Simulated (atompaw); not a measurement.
**u(r) = r·R(r): atom against pseudo-atom (Sc (Z = 21))**

Columns: radius, all-electron u(r) and pseudo u(r) of the 4p shell (level -1.47 eV) of scandium in the configuration [Ar] 3d1 4s2 4p0; PBE, scalar-relativistic, PAW (atompaw) scheme, atompaw 4.2.0.5.

```csv
r (bohr),all-electron,pseudo
0.115,0.0855,0.0006
0.231,0.0950,0.0025
0.346,0.0277,0.0056
0.462,-0.0564,0.0101
0.577,-0.1242,0.0159
0.692,-0.1664,0.0230
0.808,-0.1832,0.0318
0.923,-0.1783,0.0419
1.038,-0.1573,0.0537
1.154,-0.1248,0.0672
1.269,-0.0855,0.0823
1.385,-0.0420,0.0992
1.500,0.0028,0.1176
1.615,0.0474,0.1377
1.731,0.0914,0.1595
1.846,0.1331,0.1826
1.962,0.1728,0.2069
2.077,0.2097,0.2319
2.192,0.2439,0.2574
2.308,0.2758,0.2833
2.423,0.3048,0.3084
2.538,0.3312,0.3327
2.654,0.3554,0.3559
2.769,0.3770,0.3771
2.885,0.3963,0.3963
3.000,0.4132,0.4132
```

(1) How many radial nodes do the two functions have?

(2) Is the pseudo-wave norm-conserving?

## Answers

(1) The all-electron 4p function has n − l − 1 = 2; the pseudo-wave has 0, since the states of the same l below it are removed with the core.

(2) No, it belongs to a PAW set: the norm inside the radius is not constrained, and the difference is carried by the augmentation charge.
